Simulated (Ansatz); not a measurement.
Consider the formal exchange of groups at a C–F bond: `O=CC(O)F` + `O[SiH3]` → `O=CC(O)[SiH2]O` + H–F.

Calculated with Ansatz (gas phase, PBE0-D4/def2-TZVP geometries, no zero-point term in ΔE). CCSD(T)/CBS is the MP2 limit (def2-TZVPP, def2-QZVPP) plus CCSD(T) − MP2 in def2-TZVPP, frozen cores. This one scheme is used for every species. Functionals use def2-TZVPP. B3LYP here is the variant with VWN-RPA as its local correlation; programs differ in this. Each species was taken in one conformer, which may not be the lowest.

| level | ΔE (kcal/mol) | difference from CCSD(T)/CBS |
| --- | --- | --- |
| PBE-D4 | -14.4 | 0.6 |
| r2SCAN-D4 | -13.4 | 1.6 |
| B3LYP-D4 | -12.7 | 2.3 |
| r2SCAN | -12.9 | 2.1 |
| HF/def2-TZVPP | -5.4 | 9.6 |
| HF/def2-QZVPP | -5.5 | 9.5 |
| MP2/def2-QZVPP | -17.1 | -2.1 |
| HF/CBS(def2) | -5.5 | 9.5 |
| MP2/CBS(def2) | -17.8 | -2.8 |
| CCSD/CBS(def2) | -14.1 | 0.9 |
| CCSD(T)/CBS | -15.0 | 0 |

Largest T1 diagnostic among the species: 0.014.

In def2-TZVPP, CCSD(T) changes the Hartree–Fock value by −7.8 kcal/mol (the triples alone add −0.9 kcal/mol) and MP2 by −10.6 kcal/mol. The D4 term adds −2.8 kcal/mol with B3LYP and −1.6 kcal/mol with PBE0; it sums over pairs of atoms, weighted by their polarisabilities, and B3LYP, whose exchange is more repulsive, gets the larger term.
